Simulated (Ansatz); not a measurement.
# Which method gave which barrier?

Saddle point of Si2AsH9, closed shell (Si₂H₆ ([SiH3][SiH3]) + AsH₃ → Si₂AsH₇ ([SiH3][SiH2][AsH2]) + H₂; bonds formed: Si1–As7, H2–H6; bonds broken: Si1–H2, H6–As7), PBE0-D4/def2-TZVP structure:

```xyz
12
angstrom
Si -0.6936 -0.3767 0.3108
H 1.0609 -0.1896 0.5883
H -1.6900 -0.8065 -0.7137
H -1.0390 -1.0289 1.6011
Si -0.8920 1.9561 0.4300
H 1.8402 -0.8942 0.4538
As 1.1706 -2.0403 -0.6594
H -0.1249 2.4644 1.6002
H -2.3070 2.4072 0.5446
H -0.3106 2.5552 -0.8028
H 1.4351 -0.9138 -1.6420
H 1.5505 -3.1329 -1.7107
```

Program: Ansatz 0.2.0. Basis: def2-TZVPP, with def2-QZVPP for the basis limit. Cores are frozen in the correlated methods. Filled d shells of the heavier atoms are correlated. The def2 sets are not built for correlating such inner shells, so the correlated values are less sure here. B3LYP uses VWN-RPA correlation. Extrapolation: Hartree–Fock as exp(−7.88 √X), correlation as X^−2.97. Four methods, as single points on the PBE0-D4 structures, gave these electronic barriers from the start structure: 196.5, 240.9, 259.1, 355.4 kJ/mol.

Problem. The methods were, in alphabetical order, B3LYP-D4, CCSD(T), HF, PBE-D4. Which gave which? (Judge from chemistry; the calculation decides.)

Solution. The calculation gives: PBE-D4 196.5; B3LYP-D4 240.9; CCSD(T) 259.1; HF 355.4 kJ/mol. For comparison, CCSD(T) at an estimated basis limit (MP2 extrapolated from triple and quadruple zeta, plus CCSD(T) − MP2 in triple zeta) gives 251.1 kJ/mol.

No T1 diagnostic of these runs exceeds 0.013.

Labels in which every atom is bracketed show which atoms are joined, not bond orders.

For scale, one of the runs: CCSD(T)/def2-TZVPP, 258 basis functions, launched by `ansatz run in.yaml --threads 8 --pin off --events-out ev --progress --plain --max-ram 19148MiB`. The run took 93 s on 8 CPU threads of an Intel Xeon (shared host), with 5.4 GiB of host memory at its peak.
